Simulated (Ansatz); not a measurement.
Born–Oppenheimer molecular dynamics of CH₆Al₂O (10 atoms, charge 0, multiplicity 1). It goes on from the last frame of an earlier run, with new velocities.

The calculation used RKS PBE-D4/STO-3G in Ansatz.

```yaml
ensemble: NVE (velocity Verlet)
time_step: 0.5 fs
steps_asked: 400
starting_velocities_drawn_for: 300 K
seed: 1930
```

Frames 2.5 fs apart, positions in Å, forces in eV/Å.

Velocities at 125.0 fs (Å/ps):

```
Al -3.07 0.60 1.22
C 5.64 4.66 -0.88
O 0.72 4.61 -1.29
Al -0.88 -3.47 -1.37
H 13.24 -32.51 -12.54
H -5.19 4.38 -3.09
H 4.87 6.33 -6.85
H 5.48 -15.68 29.14
H 19.85 5.27 13.12
H -11.31 -19.77 15.42
```

```xyz
10
Properties=species:S:1:pos:R:3:forces:R:3 time_fs=125.0 energy_less_start_eV=0.009 T=290
Al -0.936 1.405 0.078 -1.04 0.05 -0.70
C 0.716 0.601 0.442 1.01 0.65 2.35
O -0.493 -0.365 0.557 0.43 -0.32 0.15
Al 0.195 -1.676 -0.404 -0.17 0.40 0.26
H -1.716 2.252 1.058 0.15 -0.21 0.19
H -1.412 1.294 -1.363 0.19 0.14 0.12
H 1.422 0.356 -0.360 0.56 -0.39 -0.60
H 1.288 0.644 1.452 -0.77 -0.18 -1.46
H -0.541 -1.928 -1.655 -0.43 -0.21 -0.67
H 1.439 -2.416 -0.012 0.08 0.06 0.37
10
Properties=species:S:1:pos:R:3:forces:R:3 time_fs=127.5 energy_less_start_eV=0.050 T=252
Al -0.944 1.406 0.080 0.14 -0.99 -1.74
C 0.732 0.614 0.446 0.95 0.14 1.57
O -0.490 -0.354 0.553 0.61 -0.49 -0.13
Al 0.193 -1.684 -0.407 0.27 0.65 1.09
H -1.688 2.175 1.044 -0.75 0.75 1.31
H -1.418 1.310 -1.366 0.22 0.16 0.17
H 1.447 0.362 -0.388 -0.06 -0.18 0.29
H 1.277 0.601 1.472 -0.54 0.04 -1.60
H -0.510 -1.922 -1.651 -0.71 -0.29 -1.21
H 1.411 -2.462 0.036 -0.14 0.21 0.26
10
Properties=species:S:1:pos:R:3:forces:R:3 time_fs=130.0 energy_less_start_eV=-0.048 T=345
Al -0.953 1.405 0.078 0.38 -0.84 -0.94
C 0.753 0.627 0.457 -0.61 -0.24 -1.81
O -0.485 -0.345 0.550 0.66 -0.54 -0.34
Al 0.191 -1.691 -0.407 -0.27 0.56 0.25
H -1.698 2.136 1.101 -0.49 0.48 0.88
H -1.413 1.335 -1.361 0.13 0.16 -0.06
H 1.470 0.356 -0.401 -0.50 0.07 0.84
H 1.241 0.560 1.412 1.01 0.13 1.15
H -0.516 -1.933 -1.711 -0.06 -0.06 -0.11
H 1.376 -2.496 0.101 -0.25 0.28 0.13
10
Properties=species:S:1:pos:R:3:forces:R:3 time_fs=132.5 energy_less_start_eV=-0.043 T=341
Al -0.960 1.402 0.075 -0.09 -0.03 0.90
C 0.771 0.640 0.460 -1.53 -0.22 -1.34
O -0.477 -0.338 0.545 0.68 -0.53 -0.51
Al 0.189 -1.696 -0.407 -0.91 0.47 -0.66
H -1.735 2.123 1.204 0.40 -0.38 -0.55
H -1.399 1.369 -1.358 0.01 0.16 -0.30
H 1.467 0.352 -0.371 0.05 -0.07 0.07
H 1.258 0.527 1.407 1.03 0.22 1.37
H -0.526 -1.946 -1.778 0.52 0.15 0.96
H 1.326 -2.514 0.173 -0.17 0.22 0.05
10
Properties=species:S:1:pos:R:3:forces:R:3 time_fs=135.0 energy_less_start_eV=0.023 T=278
Al -0.968 1.399 0.073 -0.24 0.26 1.59
C 0.782 0.651 0.458 -0.79 -0.38 2.11
O -0.467 -0.333 0.538 0.68 -0.44 -0.58
Al 0.185 -1.700 -0.409 -1.02 0.54 -0.61
H -1.750 2.090 1.280 0.74 -0.65 -1.24
H -1.385 1.413 -1.372 -0.01 0.14 -0.17
H 1.469 0.344 -0.337 0.68 -0.31 -0.80
H 1.327 0.508 1.469 -0.59 0.59 -1.30
H -0.508 -1.952 -1.793 0.54 0.16 0.99
H 1.267 -2.519 0.248 -0.01 0.09 0.02
10
Properties=species:S:1:pos:R:3:forces:R:3 time_fs=137.5 energy_less_start_eV=-0.063 T=360
Al -0.976 1.397 0.074 0.26 -0.09 0.84
C 0.789 0.661 0.464 0.13 -0.75 1.21
O -0.455 -0.330 0.529 0.56 -0.28 -0.49
Al 0.178 -1.704 -0.411 -0.42 0.73 0.52
H -1.725 2.021 1.286 0.35 -0.29 -0.81
H -1.371 1.465 -1.394 0.05 0.08 0.23
H 1.503 0.321 -0.342 -0.12 0.10 -0.04
H 1.369 0.523 1.467 -0.91 0.52 -1.34
H -0.460 -1.950 -1.754 0.03 -0.03 -0.05
H 1.207 -2.519 0.325 0.07 0.00 -0.06
10
Properties=species:S:1:pos:R:3:forces:R:3 time_fs=140.0 energy_less_start_eV=-0.012 T=310
Al -0.984 1.395 0.077 1.40 -0.83 -0.73
C 0.797 0.667 0.476 -0.50 -0.72 -2.13
O -0.440 -0.328 0.518 0.32 -0.09 -0.28
Al 0.171 -1.705 -0.413 0.34 0.80 1.81
H -1.682 1.938 1.249 -0.59 0.48 0.61
H -1.353 1.522 -1.404 0.06 0.01 0.44
H 1.531 0.304 -0.350 -0.82 0.53 0.61
H 1.364 0.566 1.398 0.25 0.09 1.12
H -0.410 -1.950 -1.719 -0.51 -0.25 -1.26
H 1.151 -2.518 0.397 0.05 -0.02 -0.19
10
Properties=species:S:1:pos:R:3:forces:R:3 time_fs=142.5 energy_less_start_eV=0.026 T=275
Al -0.988 1.390 0.079 2.02 -1.03 -1.11
C 0.801 0.669 0.478 -1.24 -0.24 -2.26
O -0.424 -0.326 0.507 0.02 0.08 -0.10
Al 0.164 -1.705 -0.410 0.31 0.38 1.35
H -1.671 1.880 1.244 -1.01 0.76 1.25
H -1.333 1.579 -1.389 -0.04 -0.05 0.22
H 1.516 0.316 -0.329 -0.28 0.36 0.05
H 1.369 0.617 1.387 0.45 -0.07 1.67
H -0.387 -1.963 -1.750 -0.29 -0.14 -0.77
H 1.098 -2.518 0.458 0.05 -0.04 -0.30
10
Properties=species:S:1:pos:R:3:forces:R:3 time_fs=145.0 energy_less_start_eV=-0.013 T=312
Al -0.988 1.384 0.079 1.29 -0.31 0.64
C 0.800 0.671 0.471 -0.72 0.55 1.39
O -0.408 -0.324 0.494 -0.32 0.17 0.00
Al 0.158 -1.704 -0.405 -0.11 -0.28 -0.16
H -1.715 1.863 1.304 -0.23 0.18 -0.05
H -1.316 1.633 -1.363 -0.16 -0.07 -0.22
H 1.489 0.347 -0.307 0.87 -0.14 -0.97
H 1.392 0.663 1.459 -0.97 -0.15 -0.94
H -0.379 -1.983 -1.823 0.24 0.15 0.62
H 1.047 -2.521 0.502 0.11 -0.10 -0.31
10
Properties=species:S:1:pos:R:3:forces:R:3 time_fs=147.5 energy_less_start_eV=0.087 T=216
Al -0.985 1.377 0.080 0.39 0.40 1.84
C 0.796 0.675 0.468 0.11 0.65 1.19
O -0.394 -0.321 0.482 -0.66 0.20 0.09
Al 0.152 -1.704 -0.400 -0.16 -0.70 -0.94
H -1.772 1.858 1.362 0.53 -0.30 -1.19
H -1.307 1.684 -1.347 -0.19 -0.12 -0.33
H 1.504 0.374 -0.334 0.37 0.06 -0.15
H 1.365 0.700 1.486 -0.97 -0.32 -1.45
H -0.358 -1.995 -1.864 0.40 0.30 1.21
H 1.004 -2.530 0.528 0.18 -0.16 -0.27
10
Properties=species:S:1:pos:R:3:forces:R:3 time_fs=150.0 energy_less_start_eV=0.046 T=254
Al -0.982 1.370 0.085 -0.01 0.75 1.36
C 0.791 0.682 0.471 0.02 0.37 -2.02
O -0.381 -0.317 0.470 -0.92 0.17 0.13
Al 0.145 -1.704 -0.397 0.21 -0.80 -0.48
H -1.801 1.837 1.355 0.61 -0.33 -1.17
H -1.309 1.726 -1.349 -0.08 -0.26 0.02
H 1.539 0.405 -0.367 -0.62 0.37 1.04
H 1.287 0.718 1.440 0.46 -0.30 0.75
H -0.316 -1.990 -1.837 0.13 0.20 0.60
H 0.971 -2.548 0.537 0.19 -0.17 -0.23
10
Properties=species:S:1:pos:R:3:forces:R:3 time_fs=152.5 energy_less_start_eV=0.022 T=277
Al -0.978 1.365 0.092 0.24 0.74 -0.20
C 0.787 0.691 0.464 -0.48 0.54 -2.10
O -0.372 -0.313 0.459 -0.99 0.01 0.03
Al 0.139 -1.707 -0.395 0.75 -0.72 0.87
H -1.798 1.799 1.282 -0.04 0.05 -0.03
H -1.316 1.754 -1.350 0.04 -0.39 0.33
H 1.543 0.455 -0.347 -0.30 0.13 0.61
H 1.232 0.718 1.433 1.00 -0.18 1.56
H -0.268 -1.975 -1.780 -0.35 -0.06 -0.86
H 0.948 -2.576 0.533 0.15 -0.11 -0.21
```

Of the whole run (200 fs, mean temperature of the second half 259 K): The conserved energy stayed within 0.22 meV per atom of its start (net change -0.14 meV per atom), so the integration is sound. A run of 0.2 ps of so small a system gives no equilibrium averages. Limits of this set-up: minimal basis.

The run took 14 min on 1 thread of Arm Neoverse N1, on a shared host, peak memory 0.08 GiB.
